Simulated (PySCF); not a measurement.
## Working out the ionisation energy of Ti

Ti [Ar] 3d2 4s2 (3F) → Ti⁺ [Ar] 3d2 4s1 (4F). Computed with PySCF 2.14 in x2c-TZVPPall with one added diffuse shell each of s, p, d, f type (7s6p5d3f1g, 80 functions), with the spin-free X2C one-electron Hamiltonian (Gaussian nucleus). Frozen: [Ne]. Energies in hartree (1 hartree = 27.21139 eV):

| part | Ti (lower) | Ti⁺ (upper) |
| --- | --- | --- |
| UHF | -852.739292 | -852.534952 |
| CCSD correlation | -0.316521 | -0.275292 |
| (T) | -0.009987 | -0.005985 |

Q: What does Hartree-Fock give?

A: (-852.534952) − (-852.739292) = 0.204340 hartree = 5.560 eV.

Q: What do CCSD and CCSD(T) give?

A: The CCSD correlation energies differ by 0.041229 hartree = 1.122 eV and the triples by 0.004002 hartree = 0.109 eV, so CCSD gives 6.682 eV and CCSD(T) 6.791 eV.

Measured between the centres of the two terms (NIST): 6.828 eV, so CCSD(T) (valence and next inner shell) is off by -0.037 eV.

What remains against the reference includes basis incompleteness, the frozen core and higher excitations.
